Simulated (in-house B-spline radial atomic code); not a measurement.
Computed with a B-spline radial atomic code. Model: two electrons, singlet ground state, non-relativistic, full CI in B-splines with partial waves to l = 8 (at full coupling up to 3e-4 hartree above the limit, correlation up to 0.6 % small), density held at that of full coupling by Lieb maximisation.

W(λ) is the mean repulsion in the state of coupling λ less the Hartree energy of the fixed density. Its start is exact exchange, its initial slope is twice the second-order Görling-Levy correlation energy, and its area from 0 to 1 is E_xc. A straight curve means weak, dynamic correlation, and a curve that drops fast and flattens means strong correlation.

Command:
```bash
python run_ac.py task.json out
```
Settings (lengths in bohr, energies in hartree):
```
potential              harmonic
strength               0.263
lmax                   8
```

Time taken, with all properties: 10 s on 1 thread of Intel(R) Xeon(R) Processor @ 2.30GHz, on a shared host.

**W = mean repulsion less Hartree energy, and W of three functionals.**

Given: confinement harmonic well; well frequency 0.263 hartree; external potential omega^2 r^2/2.

Computed: LDA exchange minus exact 51.955 millihartree; SCAN exchange minus exact 0.47187 millihartree.

| coupling | W xc (hartree) | W xc minus exchange (millihartree) | kinetic minus Kohn-Sham (millihartree) | LDA (PW92) W minus its exchange (millihartree) | PBE W minus its exchange (millihartree) | SCAN W minus its exchange (millihartree) |
| --- | --- | --- | --- | --- | --- | --- |
| 0 | -0.36269 | 0 | 0 | 0 | 0 | 0 |
| 0.02 | -0.36471 | -2.017 | 0.02 | -9.59 | -3.34 | -1.87 |
| 0.05 | -0.36764 | -4.946 | 0.12 | -18.8 | -7.83 | -4.55 |
| 0.12 | -0.37404 | -11.349 | 0.66 | -34.13 | -16.83 | -10.35 |
| 0.25 | -0.38452 | -21.824 | 2.58 | -53.84 | -30.28 | -19.82 |
| 0.4 | -0.3947 | -32.004 | 5.87 | -70.27 | -42.63 | -29.19 |
| 0.6 | ? | ? | ? | ? | ? | ? |
| 0.8 | -0.41475 | -52.054 | 17.61 | -99.52 | -66.43 | -48.51 |
| 1 | -0.4221 | -59.406 | 24.21 | -109.9 | -75.29 | -55.99 |
| 1.4 | -0.43344 | -70.74 | 37.68 | -126.01 | -89.37 | -68.05 |
| 2 | -0.44517 | -82.475 | 57.39 | -143.21 | -104.77 | -81.2 |
| 3 | -0.45747 | -94.777 | 87.62 | -162.24 | -122.15 | -95.51 |
| 4.5 | -0.4683 | -105.6 | 127.47 | -180.17 | -138.77 | -108.05 |
| 7 | ? | ? | ? | ? | ? | ? |
| 10 | -0.48528 | -122.58 | 241.98 | -211.03 | -167.78 | -125.41 |

(1) What belongs in the row 0.6?

(2) What belongs in the row 7?

(3) What is the PBE exchange minus exact?

**Energy parts, natural occupations and partial-wave weights.**

Computed: total energy 1.1382 hartree; exchange energy -0.36269 hartree; correlation energy -0.035201 hartree; initial slope twice GL2 -0.10218 hartree; kinetic part over minus potential part 0.40746; Hartree energy 0.72539 hartree; Kohn-Sham kinetic 0.3174 hartree.

| natural | occupation of the shell (electrons) |
| --- | --- |
| s | 1.9127 |
| p | 0.081145 |
| s | 0.0041567 |
| d | ? |
| p | 0.0003127 |
| f | 0.00014543 |

(4) What belongs in the row d?

```tsv
wave	weight
s	0.95847
p	?
d	0.00069116
f	7.9839e-05
g	1.7084e-05
```

(5) What belongs in the row p?

(6) What is the Lieb Oxford ratio E_xc over LDA exchange?

(7) What is the kinetic part of the DFT correlation energy?

Results:

(1) W xc (hartree): -0.4058; W xc minus exchange (millihartree): -43.101; kinetic minus Kohn-Sham (millihartree): 11.38; LDA (PW92) W minus its exchange (millihartree): -86.74; PBE W minus its exchange (millihartree): -55.79; SCAN W minus its exchange (millihartree): -39.7.

(2) W xc (hartree): -0.47836; W xc minus exchange (millihartree): -115.67; kinetic minus Kohn-Sham (millihartree): 184.07; LDA (PW92) W minus its exchange (millihartree): -198.04; PBE W minus its exchange (millihartree): -155.51; SCAN W minus its exchange (millihartree): -118.88.

(3) 15.422 millihartree.

(4) occupation of the shell (electrons): 0.0013282.

(5) weight: 0.040737.

(6) 1.2805.

(7) 0.024206 hartree.

Half-way to full coupling W has made 63 % of its drop, against 50 % for a straight line, and second-order (GL2) theory, half the initial slope, overshoots the correlation energy by about 45 %: a marked bend. Over couplings 0 to 1 the errors in E_xc come to about +14 millihartree for LDA, +4.7 millihartree for PBE, +3.1 millihartree for SCAN, so SCAN is nearest. In LDA and PBE the errors of exchange and correlation have opposite signs, so the sum is smaller than the larger of the two.
